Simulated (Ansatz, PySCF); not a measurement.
Si(Cl)(OH)2(NH2) (ClH4NO2Si), SMILES O[Si](O)(N)Cl. Atoms are numbered in the order given.

```xyz
9

N      1.8007    -0.3229    -0.1630
Si     0.1330    -0.0428    -0.3434
O     -0.2286     1.3597    -1.1349
O     -0.6153    -1.2258    -1.2074
Cl    -0.6071     0.0441     1.5883
H      2.1422    -0.7498     0.6893
H      2.3649    -0.5741    -0.9669
H      0.1312     2.1656    -0.7529
H     -1.4677    -0.9886    -1.5861
```
Charge 0, spin multiplicity 1.

Coordinates come from a PBE0-D3(BJ)/def2-SVP optimisation. The values are those of a single conformer.

Two levels are set side by side: PBE-D3(BJ)/def2-SVP (Ansatz, a quantum-chemistry and plane-wave program) and PBE0-D3(BJ)/def2-SVP (Ansatz). Each level has its own optimised geometry; the coordinates shown are those of the second. Frequencies come from the Hessian of PySCF at each geometry. Differences are taken from unrounded values.

```csv
quantity,PBE0-D3(BJ)
mean bond length (Å),1.377
bond N1–Si2 (Å),1.701
bond Si2–O3 (Å),1.650
bond Si2–O4 (Å),1.645
bond Si2–Cl5 (Å),2.071
bond N1–H6 (Å),1.013
bond N1–H7 (Å),1.014
bond O3–H8 (Å),0.962
bond O4–H9 (Å),0.962
highest harmonic wavenumber (cm⁻¹),3936
mean harmonic wavenumber (cm⁻¹),1194
zero-point energy (kcal/mol),35.83
```

Problem. What does PBE-D3(BJ) give, and how far is it from PBE0-D3(BJ)? (An estimate is asked for; the answer gives what the named calculation found.)

Solution. 
| quantity | PBE-D3(BJ) | PBE-D3(BJ) minus PBE0-D3(BJ) |
|---|---|---|
| mean bond length (Å) | 1.391 | 0.014 |
| bond N1–Si2 (Å) | 1.716 | 0.016 |
| bond Si2–O3 (Å) | 1.668 | 0.017 |
| bond Si2–O4 (Å) | 1.663 | 0.018 |
| bond Si2–Cl5 (Å) | 2.087 | 0.017 |
| bond N1–H6 (Å) | 1.022 | 0.009 |
| bond N1–H7 (Å) | 1.023 | 0.009 |
| bond O3–H8 (Å) | 0.973 | 0.011 |
| bond O4–H9 (Å) | 0.974 | 0.011 |
| highest harmonic wavenumber (cm⁻¹) | 3765 | -171 |
| mean harmonic wavenumber (cm⁻¹) | 1151 | -42 |
| zero-point energy (kcal/mol) | 34.57 | -1.27 |

Exact exchange shortens and stiffens bonds; PBE has none. Differences between two approximate levels are no errors against the true value.
